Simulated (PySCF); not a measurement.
Species: C₅H₉FO₂Si.
Numbering: `[F:1][C@H:2]1[CH:3]=[C:4]([O:5][SiH3:6])[CH2:7][O:8][CH2:9]1`

Cartesian coordinates in Å at the GFN2-xTB level; atoms count from 1:
```
atom  x, y, z in Å
F1    -3.0077    1.2338    0.1603
C2    -1.9741    0.7283   -0.6093
C3    -0.6607    1.1951   -0.0639
C4     0.3775    0.3684    0.0257
O5     1.5526    0.7792    0.5273
Si6    2.8934    0.0454    1.0886
C7     0.2836   -1.0659   -0.4237
O8    -0.8780   -1.3486   -1.1632
C9    -2.0388   -0.8026   -0.5878
H10   -2.1436    1.1172   -1.6236
H11   -0.5957    2.2191    0.2660
H12    3.6548    1.2295    1.4440
H13    3.5326   -0.7713    0.0546
H14    2.5602   -0.8126    2.2270
H15    1.1259   -1.3055   -1.0779
H16    0.3446   -1.7123    0.4704
H17   -2.1575   -1.1337    0.4541
H18   -2.8780   -1.1706   -1.1803
```

NICS is the negative of the GIAO shielding at a point without a nucleus: at the ring centre (0) and 1 Å above and below it (1); zz is the component along the ring normal. Level: GIAO PBE0/pcSseg-1 (PySCF, non-relativistic, gas phase) on the GFN2-xTB geometry, one conformer.

Ring bond lengths (Å), with Mayer bond orders in brackets: C2–C3 1.497 (1.01), C3–C4 1.330 (1.81), C4–C7 1.506 (1.00), C7–O8 1.406 (0.94), O8–C9 1.406 (0.92), C9–C2 1.533 (1.03).

What do the NICS probes read (ppm)?

```json
{"ring": "C2–C3–C4–C7–O8–C9", "type": "6-membered ring with O; formal bonds 1 double, 5 single", "NICS(0)": "-2.7", "NICS(1), two faces": "-2.9 / -1.8", "NICS(1)zz, two faces": "0.0 / 2.6", "rms pucker (Å)": "0.19", "centre to ring atoms, mean (Å)": "1.41"}
```

What do they say, and how far can they be read as aromaticity?

- C2–C3–C4–C7–O8–C9: mean NICS(1)zz 1.3 ppm, near zero. C2, C7, C9 have four or more neighbours; no verdict on aromaticity is drawn.

What field does 11.7 T along the ring normal induce along that normal at the second NICS(1) probe listed for ring C2–C3–C4–C7–O8–C9, 1 Å off the ring?

NICSzz × B0 = 2.6 ppm × 11.7 T = 30 μT, along the applied field.

Give the inner angles of the rings and the Hirshfeld charges of the ring atoms.

- C2–C3–C4–C7–O8–C9: C2 110.1° (+0.052 e), C3 121.0° (-0.104 e), C4 121.5° (+0.071 e), C7 113.6° (-0.004 e), O8 112.9° (-0.138 e), C9 110.3° (-0.007 e); sum 689.5° against 720° for a flat convex ring.
